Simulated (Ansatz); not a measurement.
FHSi (SMILES F[SiH]) at its CCSD(T)/cc-pV(T+d)Z minimum, average atomic masses, point group Cs.
(charge 0, multiplicity 1):
```xyz
3

Si    -0.23567    -0.38462     0.44439
H     -1.03079    -1.23280    -0.54976
F      0.40308     0.63399    -0.62776
```

Cores are frozen in the correlated methods.

Run with Ansatz (a quantum-chemistry and plane-wave program) with Gaussian orbitals. 

Harmonic frequencies (cm⁻¹): 855 883 1999.

### Question
Work out the rotational constants, the zero-point energy, and the ideal-gas entropy and heat capacity at 298.15 K and 1 bar (rigid rotor, harmonic oscillator).

### Answer

Principal moments 2.217, 30.162, 32.378 u Å² give 16.8576/I = 7.604, 0.5589, 0.5206 cm⁻¹. Zero point: Σω/2 = 1868 cm⁻¹ = 5.34 kcal/mol. Translation R(1.5 ln M + 2.5 ln T − 1.1517) with M = 48.091 u: 157.16 J/(mol K). Rotation with σ = 1: q = 3554.4, S = R(ln q + 3/2) = 80.45. Vibration, summed over R(u/(eᵘ − 1) − ln(1 − e⁻ᵘ)) with u = 1.43878ω/T: 1.33, of which the lowest mode gives 0.70. S° = 238.9 J/(mol K); C_p = 4R + 4.60 = 37.86 J/(mol K).

Doubts at one or more of the structures used: a restricted determinant that unrestricted orbitals would lower (CCSD(T)/cc-pV(T+d)Z).
